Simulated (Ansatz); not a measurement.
Consider the ligand exchange at the Si–O bond: `C=C(Cl)O[SiH3]` + `N=C([SiH3])S` → `N=C([SiH3])S[SiH3]` + `C=C(O)Cl`.

Computed with Ansatz on PBE0-D4/def2-TZVP structures; ΔE is electronic, products minus reactants. CCSD(T)/CBS is the MP2 limit (def2-TZVPP, def2-QZVPP) plus CCSD(T) − MP2 in def2-TZVPP, frozen cores. Functionals use def2-TZVPP. One conformer a species, not always the lowest.

`C=C(Cl)O[SiH3]`:

```xyz
10

C    -0.855   -1.632   -1.092
C    -0.546   -0.462   -0.554
Cl   -1.458    0.973   -0.938
O     0.456   -0.274    0.302
Si    0.960    1.129    1.053
H    -1.680   -1.722   -1.781
H    -0.269   -2.502   -0.833
H     2.107    0.674    1.868
H    -0.109    1.680    1.917
H     1.394    2.136    0.057
```

`N=C([SiH3])S`:

Cartesian coordinates in Å:
```
N -0.154 1.074 -1.493
C -0.149 0.091 -0.695
Si 0.351 0.389 1.108
S -0.646 -1.549 -1.170
H -0.456 0.833 -2.439
H -0.866 0.278 1.953
H 0.967 1.727 1.232
H 1.301 -0.680 1.517
H -0.347 -2.164 -0.013
```

`N=C([SiH3])S[SiH3]`:

Cartesian coordinates in Å:
```
N -2.000 1.572 -0.138
C -0.985 0.832 0.017
Si -1.269 -1.040 -0.008
S 0.627 1.544 0.351
Si 2.080 0.002 0.019
H -1.784 2.571 -0.091
H -1.040 -1.578 1.357
H -0.288 -1.668 -0.932
H -2.652 -1.298 -0.462
H 3.348 0.656 0.421
H 2.142 -0.408 -1.405
H 1.822 -1.185 0.871
```

`C=C(O)Cl`:

Z-matrix (Å, degrees):
```
C
C 1 1.327
H 1 1.078 2 120.8
H 1 1.083 2 120.4 3 -180.0
O 2 1.343 1 127.4 3 180.0
Cl 2 1.717 1 122.4 3 -0.0
H 5 0.964 2 108.5 1 -0.0
```

| level | ΔE (kcal/mol) |
| --- | --- |
| r2SCAN-D4 | 8.4 |
| r2SCAN | 8.5 |
| SCS-MP2/def2-QZVPP | 10.4 |
| MP2/CBS(def2) | 8.9 |

(1) What does CCSD(T)/CBS give? (An estimate is asked.)

Largest T1 diagnostic among the species: 0.014.

## Answers

(1) The calculation gave: +9.1 kcal/mol. The listed levels differ from it by -0.7, -0.6, 1.3, -0.2 kcal/mol.

In def2-TZVPP, CCSD(T) changes the Hartree–Fock value by −3.6 kcal/mol (the triples alone add −0.7 kcal/mol) and MP2 by −3.8 kcal/mol. The D4 term adds −0.9 kcal/mol with B3LYP and −0.5 kcal/mol with PBE0; it sums over pairs of atoms, weighted by their polarisabilities, and B3LYP, whose exchange is more repulsive, gets the larger term.

B3LYP here is the variant with VWN-RPA as its local correlation; programs differ in this.
